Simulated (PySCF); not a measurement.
What an electron can do to ZnN

r²SCAN in PySCF with def2-TZVPPD on every atom, for the lowest determinant that a PBE0 search found; no spin–orbit coupling.

```
species  state (unpaired electrons)  Re (Å)  ωe (cm⁻¹)  energy of the minimum from the neutral (eV)  De (eV)  dissociates to
    ZnN         quartet (σ ↑, π ↑↑)   2.019        371                                         0.00     0.50          Zn + N
   ZnN⁺              triplet (π ↑↑)   1.946        466                                         8.48     1.22         Zn⁺ + N
```

Work out the lowest energy to break ZnN into atoms, from its vibrational ground state.

D0 = De − ωe/2 = 0.50 − 0.02 = 0.48 eV (r²SCAN/def2-TZVPPD).

Work out the ionisation energy of the Zn atom at this level and the threshold of dissociative ionisation.

IE(Zn) = 8.48 + 1.22 − 0.50 = 9.20 eV, so Zn⁺ + N + e⁻ appears at D0 + IE(Zn) = 9.68 eV (r²SCAN/def2-TZVPPD). The measured IE(Zn) is 9.394 eV (NIST ASD).

These are thermodynamic thresholds; the onsets seen under electron impact lie higher where the geometry changes, and cross-sections peak well above them.

For an ion De counts to the pair picked by the measured ionisation energies or electron affinities, which need not be the lowest pair at this level. States were picked by a PBE0 search and need not be the measured ground states.
